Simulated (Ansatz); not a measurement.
Reaction (alkene loss): `CC(C)(C)[NH][Hf]([F])([F])[F]` → `[NH2][Hf]([F])([F])[F]` + isobutene

Calculated with Ansatz (gas phase, PBE0-D4/def2-TZVP geometries, no zero-point term in ΔE). CBS: MP2 limit from def2 TZ/QZ plus the TZ coupled-cluster correction, frozen cores. This one scheme is used for every species. Functionals use def2-TZVPP. B3LYP here is the variant with VWN-RPA as its local correlation; programs differ in this. HSE06 is defined as in plane-wave codes. Elements past krypton have def2 core potentials. For Hf outer-core shells are correlated without core-valence functions, which leaves a few kJ/mol of doubt a bond. Each species was taken in one conformer, which may not be the lowest.

`CC(C)(C)[NH][Hf]([F])([F])[F]`:

Cartesian coordinates in Å:
```
C 0.503 -0.763 -1.064
C -0.522 -0.018 -0.214
C -1.605 -0.986 0.253
C -1.145 1.111 -1.031
N 0.179 0.538 0.944
Hf 2.137 0.390 1.398
F 2.363 1.344 3.032
F 3.195 1.154 -0.006
F 2.627 -1.452 1.593
H 0.033 -1.200 -1.946
H 1.288 -0.087 -1.421
H 0.959 -1.586 -0.502
H -2.140 -1.417 -0.597
H -1.166 -1.799 0.836
H -2.335 -0.471 0.884
H -0.376 1.806 -1.373
H -1.865 1.670 -0.427
H -1.673 0.719 -1.905
H -0.458 1.047 1.548
```

`[NH2][Hf]([F])([F])[F]`:

Cartesian coordinates in Å:
```
N 0.533 0.130 1.118
Hf -0.338 -0.065 -0.691
F -2.061 -0.854 -0.464
F -0.406 1.670 -1.474
F 0.687 -1.260 -1.774
H 0.999 0.962 1.452
H 0.587 -0.582 1.833
```

`C=C(C)C`:

Z-matrix (Å, degrees):
```
C
C 1 1.496
H 1 1.095 2 110.8
H 1 1.091 2 111.9 3 -121.0
H 1 1.095 2 110.8 3 117.9
C 2 1.496 1 115.7 3 -58.8
C 2 1.329 1 122.2 3 121.2
H 6 1.095 2 110.8 1 59.4
H 6 1.095 2 110.8 1 -58.6
H 6 1.091 2 111.8 1 -179.6
H 7 1.085 2 121.4 1 180.0
H 7 1.085 2 121.4 1 -0.0
```

CCSD(T)/CBS gives +85.2 kJ/mol.

(1) Another level gave +74.6 kJ/mol. Which?
A. ωB97X-V/def2-TZVPP
B. B3LYP-D4/def2-TZVPP
C. HSE06/def2-TZVPP
D. BHLYP/def2-TZVPP

Largest T1 diagnostic among the species: 0.016.

## Answers

(1) C. HSE06 74.6, BHLYP 58.3, ωB97X-V 92.1, B3LYP-D4 67.8 kJ/mol.

From BLYP to BHLYP (50 % exact exchange), in def2-TZVPP and without D4, ΔE moves by +34.6 kJ/mol. At CCSD(T), def2-SVP lies +23.2 kJ/mol from the extrapolated value and def2-TZVPP +4.0 kJ/mol.

CCSD(T)/CBS has its own doubt, a few kJ/mol and more with outer-core shells, so smaller differences from it don't rank the levels.
